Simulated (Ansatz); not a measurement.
Geometry optimisation, RKS PBE/def2-SVP in Ansatz 0.2.0.

Input:

```yaml
crystal:
  periodic: [false, false, false]
  atoms:
    - { symbol: Mo, position_ang: [0.0, 0.0, 0.0] }
    - { symbol: F, position_ang: [0.0, 0.0, 2.12] }
    - { symbol: F, position_ang: [1.77, 0.0, 0.0] }
    - { symbol: F, position_ang: [0.0, 1.77, 0.0] }
    - { symbol: F, position_ang: [-1.77, 0.0, 0.0] }
    - { symbol: F, position_ang: [0.0, -1.77, 0.0] }
    - { symbol: F, position_ang: [0.0, 0.0, -1.77] }
    - { symbol: O, position_ang: [1.4195, 1.4788, 0.6811] }
    - { symbol: Si, position_ang: [2.7885, 1.15, 1.5977] }
    - { symbol: H, position_ang: [3.0949, -0.2755, 1.5219] }
    - { symbol: H, position_ang: [3.9174, 1.9179, 1.0803] }
    - { symbol: H, position_ang: [2.5447, 1.5214, 2.9884] }
    - { symbol: H, position_ang: [0.8521, 0.8877, 1.806] }
basis:
  gaussian: { orbitals: def2-SVP }
hamiltonian:
  xc: pbe
relax:
  f_tol: 0.15
  max_steps: 25
  restrain:
    - { distance: [0, 7], at: 3.06, k: 30.0 }
    - { distance: [12, 1], at: 2.12, k: 30.0 }
    - { distance: [0, 1], at: 1.77, k: 30.0 }
    - { distance: [12, 7], at: 1.01, k: 30.0 }
```

Launched with:

```bash
$ ansatz run input.yaml --threads 4 --pin off --max-ram 5120MiB --backend cpu --events-out ev --progress --plain --runs-dir out
```

Task: Where does it end, and by what steps?

Result: The run converged. The restraints hold the end off the free minimum; the threshold counts their pulls, which the force column leaves out. Restrained pairs: Mo1–O8 (2.16 → 3.08 Å), F2–H13 (1.27 → 2.13 Å), Mo1–F2 (2.12 → 1.81 Å), O8–H13 (1.39 → 0.99 Å). After 13 steps the energy has fallen by 10.412 eV (the restraints' own energy left out); H12 moved furthest, 1.20 Å. The start is strongly strained (largest force component 13 eV/Å), so its close contacts needn't be bonds.

```csv
step,energy less start (eV),largest force component (eV/Å),accepted
0,0.0000,13.164,yes
1,-4.3989,8.335,yes
2,-6.5486,4.708,yes
3,-8.0245,3.622,yes
4,-9.3653,2.176,yes
5,-9.9421,1.803,yes
6,-10.2534,1.605,yes
7,-10.3582,1.648,yes
8,-10.3745,1.457,yes
9,-10.3882,1.397,yes
10,-10.3956,1.424,yes
11,-10.3997,1.524,yes
12,-10.4046,1.552,yes
13,-10.4123,1.527,yes
```

```xyz
13
Properties=species:S:1:pos:R:3
Mo -0.274 -0.136 -0.280
F -0.381 -0.182 1.529
F 1.552 -0.323 -0.427
F -0.274 1.699 -0.363
F -2.125 -0.100 -0.315
F -0.385 -1.983 -0.261
F -0.357 -0.189 -2.127
O 1.566 1.460 1.598
Si 3.216 1.318 2.001
H 3.597 -0.118 2.274
H 3.973 1.849 0.819
H 3.551 2.137 3.228
H 0.958 1.250 2.350
```

The run took 42 s on 4 threads of Arm Neoverse V2, on a shared host, peak memory 0.29 GiB.
